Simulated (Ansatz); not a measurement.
`[NH2][SnH2][Cl]` + `[CH3]`• → `[NH2][SnH][Cl]`• + CH₄  (hydrogen abstraction from the Sn–H bond)

Gas-phase electronic energies from Ansatz, PBE0-D4/def2-TZVP geometries. CCSD(T)/CBS adds triple-zeta CCSD(T) − MP2 to the extrapolated MP2 energy (def2 sets, frozen cores). This one scheme is used for every species. Functionals use def2-TZVPP. B3LYP here is the variant with VWN-RPA as its local correlation; programs differ in this. No spin–orbit coupling; open shells (•) take unrestricted orbitals. Elements past krypton have def2 core potentials. For Sn outer-core shells are correlated without core-valence functions, which leaves a few kJ/mol of doubt a bond. Each species was taken in one conformer, which may not be the lowest.

`[NH2][SnH2][Cl]`:

Z-matrix (Å, degrees):
```
Sn
Cl 1 2.349
N 1 2.009 2 110.8
H 1 1.697 2 105.8 3 -117.5
H 1 1.697 2 105.8 3 117.5
H 3 1.012 1 113.9 2 -61.9
H 3 1.012 1 113.9 2 62.4
```

`[CH3]`•:

```xyz
4

C     0.000    0.000    0.000
H     0.571    0.472    0.786
H    -0.080    0.472   -0.968
H    -0.491   -0.945    0.182
```

`[NH2][SnH][Cl]`•:

```xyz
6

N    -0.910    0.543   -0.132
Sn    0.547   -0.878   -0.121
Cl    2.478    0.464   -0.151
H    -0.753    1.286   -0.803
H    -1.856    0.200   -0.248
H     0.494   -1.614    1.455
```

CH₄:

```xyz
5

C     0.000    0.000    0.000
H    -0.733   -0.776    0.220
H    -0.209    0.879    0.609
H    -0.058    0.266   -1.055
H     0.999   -0.370    0.227
```

```csv
level,ΔE (kJ/mol),difference from CCSD(T)/CBS
PBE-D4,-171.5,-28.4
PBE0-D4,-155.4,-12.3
B3LYP-D4,-161.8,-18.7
ωB97X-V,-145.7,-2.6
ωB97M-V,-153.2,-10.1
PBE,-171.9,-28.8
r2SCAN,-153.0,-9.9
B3LYP,-162.2,-19.1
HF/def2-TZVPP,-105.6,37.5
MP2/def2-TZVPP,-146.3,-3.2
SCS-MP2/def2-TZVPP,-142.2,0.9
HF/def2-QZVPP,-106.1,37.0
MP2/def2-QZVPP,-147.6,-4.5
SCS-MP2/def2-QZVPP,-143.2,-0.1
HF/CBS(def2),-106.2,36.9
CCSD/CBS(def2),-138.5,4.6
CCSD(T)/CBS,-143.1,0
```

Largest T1 diagnostic among the species: 0.017.

In def2-TZVPP, CCSD(T) changes the Hartree–Fock value by −35.4 kJ/mol (the triples alone add −4.6 kJ/mol) and MP2 by −40.6 kJ/mol. From PBE to PBE0 (25 % exact exchange), in def2-TZVPP and without D4, ΔE moves by +16.1 kJ/mol.
